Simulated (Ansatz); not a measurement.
The cluster P₃Se₇⁺. Total charge 1; triplet. Geometry r2SCAN-D4/def2-SVP, that of the neutral doublet.

```csv
atom,x (Å),y (Å),z (Å)
P1,0.5519,-2.4799,-0.9155
P2,-0.8384,0.8401,-1.2349
P3,-0.7981,1.2428,1.0076
Se4,1.4975,0.9278,-1.3810
Se5,-2.5289,2.1822,1.7430
Se6,1.0281,2.4542,1.0573
Se7,1.1779,-1.7597,1.2353
Se8,-0.7233,-0.7644,2.1115
Se9,1.9972,-1.2912,-2.1741
Se10,-1.3639,-1.3519,-1.4493
```

The structure comes from a short search, and lower isomers may exist.

Task: Estimate the α-spin orbital energies around the gap (eV) in Ansatz with PBE-D4/def2-SVP, PBE0-D4/def2-SVP.

Result: 
```
orbital  PBE-D4/def2-SVP  PBE0-D4/def2-SVP
 HOMO−5           -10.47            -11.75
 HOMO−4           -10.39            -11.53
 HOMO−3           -10.24            -11.47
 HOMO−2           -10.20            -11.19
 HOMO−1           -10.07            -11.09
   HOMO            -9.57            -10.70
   LUMO            -7.48             -6.78
 LUMO+1            -7.34             -6.66
 LUMO+2            -7.01             -6.33
 LUMO+3            -6.80             -6.09
 LUMO+4            -6.57             -5.79
 LUMO+5            -6.08             -5.30
 β HOMO            -9.92            -10.91
 β LUMO            -9.75             -9.43
```
